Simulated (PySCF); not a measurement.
C3H6NO3S (doublet state).
Numbering: `[CH3:1][S:2](=[O:3])(=[O:4])[CH:5][C:6]([NH2:7])=[O:8]` (hydrogens: H9, H10, H11 on C1; H12 on C5; H13, H14 on N7)

Geometry (GFN2-xTB, Å), atoms numbered from 1 in this order:
```
atom  x, y, z in Å
C1    -1.864    0.556    0.302
S2    -0.681   -0.431    1.268
O3     0.056    0.478    2.115
O4    -1.385   -1.511    1.893
C5     0.361   -1.061   -0.009
C6     1.548   -0.403   -0.499
N7     1.801    0.817    0.051
O8     2.260   -0.909   -1.355
H9    -2.461   -0.122   -0.293
H10   -2.486    1.093    1.008
H11   -1.307    1.245   -0.319
H12    0.105   -2.032   -0.395
H13    1.355    1.047    0.933
H14    2.696    1.231   -0.160
```

The hyperfine couplings belong to this conformer and change with its torsions.

Method: UKS B3LYP, pcH-1 on C H N O S, non-relativistic, mean-field spin-orbit, GIAO in PySCF. Geometry: GFN2-xTB, one conformer, isolated molecule. Couplings are sensitive to structure, and on GFN2-xTB geometries they can be far from those on DFT ones. The frame is twisted about the C6–N7 bond at this geometry (dihedral O8–C6–N7–H14 = -10°); couplings at other torsion angles weren't computed. The SCF solution wasn't tested for stability.

Question: Break the g tensor into its mass correction, gauge correction and orbital-Zeeman/spin–orbit terms.

Answer: 
```
                    Δg (ppm)     1     2     3
relativistic mass correction  -168  -168  -168
            gauge correction    -5    38    37
   orbital Zeeman/spin–orbit     5   810  3277
                       total  -168   679  3146
```

So g = 2.00215, 2.00300, 2.00547 and g_iso = 2.00354; the tensor is rhombic: the two nearest values differ by 26 % of g3 − g1. Axes: g3 points within 9° of the S2–C5 bond.

Question: How much does each term add to the isotropic shift?

Answer: The orbital-Zeeman/spin–orbit term 1364, the mass correction -168 and the gauge correction 23 ppm, for a total of 1219 ppm. The orbital-Zeeman/spin–orbit term is the largest in size. The mass correction is the same along every axis, so the anisotropy comes from the other two: their spans along these axes are 42 (gauge) and 3272 ppm (orbital Zeeman/spin–orbit).

Question: At 9.695 GHz, how far is the centre of the isotropic spectrum from where a free electron (g = 2.002319) resonates?

Answer: B = hν/(g μB) with μB/h = 13.99624 MHz/mT gives 345.94 mT for the free electron and 345.73 mT at g_iso, 0.21 mT lower.

Question: What are the electron Larmor frequencies g μB B/h along the three axes at 3350 mT?

Answer: 93.8757, 93.9154, 94.0311 GHz for g1, g2 and g3, a range of 155.4 MHz.

Question: In a frozen sample, at which fields do the three g values resonate at 9.5, 34, 94 and 263 GHz (hyperfine left aside), and which band first spreads them over more than twice a line width of 1.0 mT?

Answer: 
```
band    GHz  B(g3) mT  B(g2) mT  B(g1) mT  spread mT
   X    9.5    338.45    338.87    339.01       0.56
   Q   34.0   1211.30   1212.79   1213.31       2.00
   W   94.0   3348.89   3353.02   3354.43       5.54
   J  263.0   9369.77   9381.31   9385.28      15.51
```

The spread grows in proportion to the frequency. W band is the first where it exceeds 2.0 mT.

Largest spin populations (Mulliken): C5 (+0.93), O8 (+0.15) and C6 (-0.10). The angles at C5 add up to 359.9°, so it is planar; its axial dipolar tensor and the negative coupling of its proton fit spin in a p orbital normal to that plane.

The HOMO–LUMO gaps are 8.05 eV among the α and 2.95 eV among the β orbitals.
